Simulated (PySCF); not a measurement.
C4H4, SMILES C#CC=C. Atoms are numbered in the order given.

```xyz
8

C      0.1746    -1.9279     0.0000
C     -0.1153    -0.7359     0.0000
C     -0.4906     0.6372     0.0000
C      0.3755     1.6773     0.0000
H      0.4399    -2.9757     0.0000
H     -1.5774     0.8410     0.0000
H      1.4646     1.5171     0.0000
H      0.0076     2.7142     0.0000
```

Coordinates come from a PBE-D3(BJ)/def2-SVP optimisation.

Computed with PBE/pcJ-1 in PySCF.

Isotropic couplings with Fermi-contact, spin-dipole and both spin-orbit terms, one fixed conformer, no vibrational averaging. Isotopes: 13C, 1H.

Computed spin–spin coupling constants:
| pair | bonds apart | J (Hz) |
|---|---|---|
| C1–C2 | 1 | 197.6 |
| C1–H5 | 1 | 259.1 |
| C2–C3 | 1 | 89.9 |
| C3–C4 | 1 | 72.2 |
| C3–H6 | 1 | 157.6 |
| C4–H7 | 1 | 158.4 |
| C4–H8 | 1 | 159.9 |
| C1–C3 | 2 | 12.7 |
| C2–C4 | 2 | -0.9 |
| C2–H5 | 2 | 50.8 |
| C2–H6 | 2 | 2.8 |
| C3–H7 | 2 | -1.9 |
| C3–H8 | 2 | 1.5 |
| C4–H6 | 2 | -2.1 |
| H7–H8 | 2 | 3.3 |
| C1–C4 | 3 | 4.8 |
| C1–H6 | 3 | 4.5 |
| C2–H7 | 3 | 8.9 |
| C2–H8 | 3 | 16.5 |
| C3–H5 | 3 | 5.0 |
| H6–H7 | 3 | 18.0 |
| H6–H8 | 3 | 11.5 |
| C1–H7 | 4 | -1.0 |
| C1–H8 | 4 | 0.5 |
| C4–H5 | 4 | -3.5 |
| H5–H6 | 4 | -3.2 |
